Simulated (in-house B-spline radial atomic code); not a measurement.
Configurations of Ga III (Ga2+), with energies counted from [Ar] 3d10 4s1. Method: non-relativistic r2SCAN0, spin-polarised, spherical fractional occupations, point nucleus. Calculated with a radial B-spline atomic code at the basis-set limit. Caution: exact exchange at fractional occupations of open shells leaves self-interaction of up to several eV. Shells without spins written out take the highest spin.

Occupations are held fixed; configurations that lie above the ionisation limit could autoionise.

```tsv
configuration	E - E(ref) (eV)	highest orbital	its <r> (bohr)
[Ar] 3d10 4p(1 up, 0 down)	8.8679	4p up	2.563
[Ar] 3d9 4s2	20.863	4s down	2.036
[Ar] 3d10 5f1	25.765	5f up	10.59
[Ar] 3d9 4s1 5s1	39.165	5s up	4.473
[Ne] 3s2 3p5 3d10 4s1 4f1	128.51	4f up	5.97
[Ne] 3s2 3p5 3d10 4s1 5f1	131.03	5f up	10.36
```

Task: Order these further configurations by energy, lowest first.
A. [Ne] 3s2 3p5 3d10 4s1 5s1
B. [Ar] 3d10 4d(1 up, 0 down)
C. [Ar] 3d(4 up, 5 down) 4s(1 up, 0 down) 5f(1 up, 0 down)
D. [Ar] 3d10 5d(0 up, 1 down)
E. [Ar] 3d9 4s1 5p1

Result: B (18.339 eV), D (23.458 eV), E (42.089 eV), C (48.672 eV), A (121.76 eV).

Task: How far above the reference does [Ar] 3d9 4s1 5d1 lie?

Result: 45.797 eV; its least bound orbital is 5d up with <r> = 7.171 bohr.

Task: How far above the reference does [Ne] 3s2 3p5 3d10 4s1 4p1 lie?

Result: 110.87 eV; its least bound orbital is 4p up with <r> = 2.341 bohr.
